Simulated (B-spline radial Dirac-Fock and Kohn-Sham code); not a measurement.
**Photoabsorption cross section of Pb⁺ by shell**

System: Pb⁺ in the configuration [Xe] 4f14 5d10 6s2 6p1.

Calculated with a B-spline atomic structure program, using Dirac-Hartree-Slater photoionisation with all multipoles and Dirac-Fock thresholds.

Computed thresholds (eV): K 88015.1, L1 15883.0, L2 15214.8, L3 13050.4, M1 3873.5, M2 3575.1, M3 3087.1, M4 2602.4, M5 2500.3, N1 915.1, N2 785.6, N3 665.4, N4 454.5, N5 432.1, N6 156.9, N7 152.0, O1 169.9, O2 124.0, O3 101.9, O4 36.15, O5 33.60, P1 21.80, P2 14.39, P3 12.63.

```
photon energy (eV)  total (b)  K (%)  L (%)  M (%)  N (%)  O (%)  P (%)
                43  5.064e+07      –      –      –      –   99.3    0.7
              47.3  5.124e+07      –      –      –      –   99.5    0.5
              95.8  4.204e+06      –      –      –      –   98.5    1.5
               170  1.201e+06      –      –      –   32.9   65.0    2.1
               218  1.841e+06      –      –      –   72.6   26.4    1.0
              1000  1.800e+06      –      –      –   92.8    7.0    0.1
              1020  1.736e+06      –      –      –   92.8    7.1    0.1
            2984.4     681100      –      –   73.4   23.6    2.9    0.1
            8047.8      75820      –      –   78.2   18.7    3.0    0.1
             12000      27130      –      –   77.7   18.9    3.2    0.1
             12000      27130      –      –   77.7   18.9    3.2    0.1
             17600      39960      –   75.3   19.2    4.7    0.8    0.0
             30000       9929      –   76.0   18.5    4.6    0.9    0.0
             40000       4594      –   76.2   18.3    4.6    0.9    0.1
           59318.2       1573      –   76.4   18.1    4.6    0.9    0.1
            150000      619.6   80.3   15.1    3.5    0.9    0.2    0.0
```
